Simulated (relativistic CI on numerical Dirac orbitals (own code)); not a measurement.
# Radial parameters of Sc II

Computed by Dirac-Coulomb-Breit CI, separate exchange-only KLI orbitals for each configuration, QED by a radiative potential, valence Slater integrals scaled by 0.85, P86 correlation energy added to each configuration (own radial code, finite nucleus).

Slater integrals F^k, G^k are unscaled and averaged over j, outside the closed core [Ar]; ζ comes from projecting the Hamiltonian with its Breit term on Σ l·s of the shell.

- 3d 4s: ζ(3d) = 60.051, G^2(3d,4s) = 13164 cm⁻¹; <r>(3d) = 1.704, <r^2>(3d) = 3.809, <r>(4s) = 3.409, <r^2>(4s) = 13.21 (bohr units).
- 3d2: F^2(3d,3d) = 47486, F^4(3d,3d) = 29089, ζ(3d) = 36.37 cm⁻¹; <r>(3d) = 1.904, <r^2>(3d) = 4.794 (bohr units).
- 3d 4p: ζ(3d) = 64.799, F^2(3d,4p) = 15254, G^1(3d,4p) = 8172.1, G^3(3d,4p) = 6295.2, ζ(4p) = 155.32 cm⁻¹; <r>(3d) = 1.653, <r^2>(3d) = 3.556, <r>(4p) = 4.226, <r^2>(4p) = 20.33 (bohr units).

(1) Give the Racah parameters of the d shell in 3d2.

In this model ζ of a weakly bound d, f or g electron outside closed shells comes out too small, for d by up to a factor of two or three and at times with the wrong sign; that of an outer p electron is too small as well.

Correlation outside the listed configurations is missing or only estimated: errors of thousands of cm⁻¹ between configurations and terms are usual at this charge. Rates and lifetimes follow the computed energies and can be off by large factors. The fine structure of a lone outer electron comes out too small, for d and f at times inverted, and misplaced configurations move strength between like terms. 25 of the 25 excited levels that our extract of the measured tables holds in this range could be paired (the sources list more); they are missed by 930 cm⁻¹ on average and 2474 at most, and levels without a partner can miss by more.

Averages of the first 10 configurations, taken without configuration mixing, which lowers the lowest level and can move excited configurations by several eV; other configurations of the list can lie among them:

```tsv
Configuration	Parity	States	Average energy above the lowest level (eV)
3d 4s	even	20	0.2
3d2	even	45	1.3
4s2	even	1	2.2
3d 4p	odd	60	3.5
3d 4d	even	100	7.4
4s 4p	odd	12	5.2
3d 4f	odd	140	9.3
3d 5s	even	20	7.0
4p2	even	15	9.7
3d 5p	odd	60	8.1
```

## Answers

(1) B = F²/49 − 5F⁴/441 = 639 cm⁻¹ and C = 35F⁴/441 = 2309 cm⁻¹; values fitted to spectra at such low charge are typically 15 to 30 % smaller.
